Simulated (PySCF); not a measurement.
**Static response to an electric field**

Compound: CH6O3Si.
Geometry (GFN2-xTB, Å), atoms numbered from 1 in this order:
```xyz
11
CH6O3Si angstrom
C      1.1442   -0.3108   -0.8032
Si    -0.3753    0.1011    0.2598
O     -1.7477   -0.4070   -0.4550
O     -0.5041    1.7067    0.5006
O     -0.2811   -0.6123    1.7208
H      1.0073    0.0061   -1.8327
H      2.0365    0.1815   -0.4285
H      1.3438   -1.3781   -0.8164
H     -1.9931   -1.3237   -0.3799
H     -0.8784    2.2467   -0.1881
H      0.2532   -0.2075    2.3967
```

Level: B3LYP/def2-SVPD (PySCF), static field, nuclei fixed, core orbitals frozen in the response. The polarisability tensor in these axes (au):

```
x   50.08 -0.69 -1.82
y   -0.69 47.67  0.49
z   -1.82  0.49 48.76
```

Q: What are the eigenvalues, a third of the trace, and Δα (Δα² = ½Σ(αi − αj)² over the three pairs)?

A: Principal values 47.48, 47.49 and 51.55 au; mean 48.84 au = 7.24 Å³ = 8.05 × 10⁻⁴⁰ C²·m²/J; Δα = 4.06 au (8 % of the mean).

Q: What is the dipole moment, and where does it point?

A: (0.90, -0.24, -0.63) D, 1.12 D in size, pointing from the negative to the positive side. Measured along this direction, the outermost atoms are H9, H11, H10, O5 and 2 more at the negative end and H6, H7 and H8 at the positive end.

Q: Orientational against electronic polarisability at 250 K (dilute gas, rigid molecules)?

A: In Gaussian units μ²/3kT = 12.19 Å³ against 7.24 Å³, a ratio of 1.68; the Debye molar polarisation (4π/3)N_A(α + μ²/3kT) is 49.0 cm³/mol, leaving out the vibrational part.

Q: Find the Langevin capture rate constant for NH4+ (18.034 u) meeting this molecule (94.009 u), k = 2.342 × 10⁻⁹ cm³/s × √(α in Å³ / reduced mass in u).

A: The reduced mass is 15.13 u, so k = 1.62 × 10⁻⁹ cm³/s. The formula leaves out the permanent dipole, which adds to the capture rate.

Q: Traceless (Buckingham) quadrupole moment about the centre of nuclear charge: eigenvalues?

A: -4.99, 2.46, 2.54 D·Å. The values depend on the origin, since the dipole doesn't vanish. The electronic extent ⟨r²⟩ about the same centre is 507 bohr², a root-mean-square distance of 1.68 Å for the 50 electrons.

The structure is a single GFN2-xTB conformer in the gas phase; no vibrational or solvent corrections.

The run behind these numbers computed excited states as well. Time: 14 s. Hardware: an Arm Neoverse V2 with one thread, no GPU, shared host.
